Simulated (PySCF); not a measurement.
C2H7F2NSi, SMILES FC(C[SiH2]N)F.

Geometry: PBE0-D3(BJ)/def2-SVP. This is a generated structure with no PubChem entry under its InChIKey; it may be hypothetical. One conformer was computed; it need not be the lowest.

Two levels are set side by side: TDA-PBE/def2-SVPD (PySCF) and TDA-CAM-B3LYP/def2-SVPD (PySCF). Vertical, same geometry. The lowest singlet is HOMO→LUMO 99 % with PBE and HOMO→LUMO 91 % with the other functional; states are paired by order. Differences are taken from unrounded values.

| quantity | TDA-CAM-B3LYP | TDA-PBE | TDA-PBE minus TDA-CAM-B3LYP |
|---|---|---|---|
| lowest singlet excitation (eV) | 6.39 | 5.66 | -0.72 |
| lowest triplet excitation (TDA) (eV) | 5.99 | 5.34 | -0.65 |

Functionals without exact exchange tend to place singlet excitations lower, as here. Differences between two approximate levels are no errors against the true value.

Rough cost on one machine, each run with all the roots and properties that it gave: TDA-CAM-B3LYP against TDA-PBE about 5 times.
